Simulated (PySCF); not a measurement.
sulfur trioxide (O₃S), SMILES O=S(=O)=O. Geometry: ωB97X-D3(BJ)/def2-TZVP.

TDA-M06-2X/def2-SVPD in PySCF puts the lowest singlet excitations at 5.32, 5.91, 7.11, 7.11, 7.54, 7.54 eV.

Task: What are the lowest excitation roots from ADC(2)/aug-cc-pVDZ in PySCF 2.14.0? (The exact figures need the calculation; the answer reports its results.)

Result: 5.33, 5.41, 6.88, 6.88, 7.67, 7.67 eV. S1 differs by 0.01 eV (second minus first; roots are paired by order, and the bases may differ).
